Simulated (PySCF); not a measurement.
## Assignment exercise: C$_{4}$H$_{7}$N$_{3}$O$_{2}$Si

Cartesian coordinates in Å; atom numbers follow the order of the lines, from 1:
```xyz
17

C    -2.1049   -2.0833    0.0891
O    -0.7903   -1.5485    0.0797
C    -0.6955   -0.2300    0.0000
N    -1.7650    0.5312   -0.0668
C    -1.5425    1.8504   -0.1448
N    -0.3785    2.4333   -0.1594
N     0.7054    1.6845   -0.0922
C     0.6026    0.3812   -0.0129
O     1.6919   -0.3492    0.0532
Si    3.2192    0.3030    0.0418
H    -2.6343   -1.8122   -0.8263
H    -1.9862   -3.1619    0.1579
H    -2.6664   -1.7024    0.9445
H    -2.4167    2.4822   -0.1999
H     3.9410   -0.9595    0.1327
H     3.4288    1.0230   -1.2079
H     3.3843    1.1703    1.2014
```

PySCF calculation with shieldings: GIAO PBE0/pcSseg-1 and GFN2-xTB geometry; fast rotation and ring inversion assumed for equivalent nuclei, non-relativistic Hamiltonian, a single conformation, gas phase.

Scale: 13C and 1H vs TMS (reference shieldings calculated alike).

Q: Assign these signals to the numbered atoms. 13C{1H} NMR (computed): δ 162.4, 160.8, 156.3, 55.7.

A: 
```tsv
δ (ppm)	atoms	environment	reason
162.4	C3	aromatic carbon bearing oxygen	σ withdrawal by the attached heteroatom moves it downfield of the ring CH carbons
160.8	C8	aromatic carbon bearing oxygen	–
156.3	C5	aromatic CH between two ring heteroatoms	–
55.7	C1	methyl carbon bonded to O	deshielded by the electronegative neighbour
```

C3 and C8 lie closer than the usual error of such a calculation, so a measured spectrum could show them in the other order.

Q: Assign these signals to the numbered atoms. 1H NMR (400 MHz, computed): δ 9.06 (s, 1H), 5.19 (s, 3H), 4.23 (s, 3H).

A: 
| δ (ppm) | atoms | environment | reason |
| --- | --- | --- | --- |
| 9.06 | H14 | hydrogen on an aromatic CH between two ring heteroatoms | aromatic region |
| 5.19 | H15/H16/H17 | hydrogen on a silicon bonded to O | – |
| 4.23 | H11/H12/H13 | hydrogen on a methyl carbon bonded to O | its carbon carries O, hence the downfield position |

Shifts are as computed. Against solution values, carbons near 30 ppm lie about +3 ppm off and those near 130 ppm about +5 ppm. Of 1211 compounds with measured shifts, 218 miss one by over three times the rms of a fit or turn the order of signals round; such compounds aren't used in these exercises. No couplings were computed; multiplicities are counted from neighbouring protons, with m where these are inequivalent, close in shift, in a saturated or five-membered ring or joined by F or P, and br s for small geminal =CH2 splittings.
